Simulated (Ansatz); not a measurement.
`O[Si](O)([SiH3])Br` + `[OH][Sc]([Cl])[Cl]` → `[SiH3][O][Sc]([Cl])[Cl]` + `O[SiH](O)Br`  (cleavage of the Si–Si bond)

Calculated with Ansatz (gas phase, PBE0-D4/def2-TZVP geometries, no zero-point term in ΔE). CCSD(T)/CBS is the MP2 limit (def2-TZVPP, def2-QZVPP) plus CCSD(T) − MP2 in def2-TZVPP, frozen cores. DFT in def2-TZVPP. B3LYP here is the variant with VWN-RPA as its local correlation; programs differ in this. For Br, Sc outer-core shells are correlated without core-valence functions, which leaves a few kJ/mol of doubt a bond. Scalar relativity is left out up to krypton. One conformer a species, not always the lowest.

`O[Si](O)([SiH3])Br`:

Z-matrix (Å, degrees):
```
Si
O 1 1.638
Si 1 2.331 2 115.0
O 1 1.627 2 108.8 3 120.8
Br 1 2.247 2 106.4 3 -119.5
H 2 0.959 1 117.5 3 92.2
H 3 1.486 1 110.4 2 61.0
H 3 1.487 1 108.2 2 -58.5
H 3 1.485 1 109.7 2 -177.8
H 4 0.960 1 118.3 2 50.5
```

`[OH][Sc]([Cl])[Cl]`:

```xyz
5

O    -0.189    0.589    1.205
Sc    0.065   -0.206   -0.419
Cl   -0.352    0.990   -2.334
Cl    0.798   -2.380   -0.504
H    -0.323    1.008    2.051
```

`[SiH3][O][Sc]([Cl])[Cl]`:

```xyz
8

Si    0.415    0.954   -1.218
O    -0.015   -0.031    0.025
Sc   -0.491   -1.128    1.434
Cl    0.903   -1.248    3.249
Cl   -2.452   -2.305    1.289
H     0.365    2.368   -0.767
H     1.796    0.624   -1.657
H    -0.521    0.765   -2.355
```

`O[SiH](O)Br`:

Cartesian coordinates in Å:
```
O 0.652 -1.447 0.116
Si 0.345 0.145 0.090
O -1.094 0.443 0.797
Br 0.243 0.938 -1.992
H -0.006 -2.047 -0.240
H 1.477 0.793 0.766
H -1.617 1.173 0.462
```

```json
{"level": "ωB97M-V", "ΔE (kcal/mol)": "-26.5"}
{"level": "r2SCAN", "ΔE (kcal/mol)": "-25.3"}
{"level": "B3LYP", "ΔE (kcal/mol)": "-27.0"}
{"level": "r2SCANh", "ΔE (kcal/mol)": "-25.7"}
{"level": "CAM-B3LYP", "ΔE (kcal/mol)": "-28.0"}
{"level": "LC-ωPBE", "ΔE (kcal/mol)": "-24.3"}
{"level": "MP2/def2-SVP", "ΔE (kcal/mol)": "-28.7"}
{"level": "HF/CBS(def2)", "ΔE (kcal/mol)": "-34.5"}
```

(1) What does CCSD(T)/CBS give? (Best estimate.)

Largest T1 diagnostic among the species: 0.015.

Answers

(1) The calculation gave: -27.3 kcal/mol. The listed levels differ from it by 0.8, 2.0, 0.3, 1.6, -0.7, 3.0, -1.4, -7.2 kcal/mol.

In def2-TZVPP, CCSD(T) changes the Hartree–Fock value by +6.4 kcal/mol (the triples alone add +0.9 kcal/mol) and MP2 by +5.0 kcal/mol. From r2SCAN to r2SCAN0 (25 % exact exchange), in def2-TZVPP and without D4, ΔE moves by −0.9 kcal/mol. The D4 term adds +1.3 kcal/mol with B3LYP and +0.7 kcal/mol with PBE0; it sums over pairs of atoms, weighted by their polarisabilities, and B3LYP, whose exchange is more repulsive, gets the larger term.
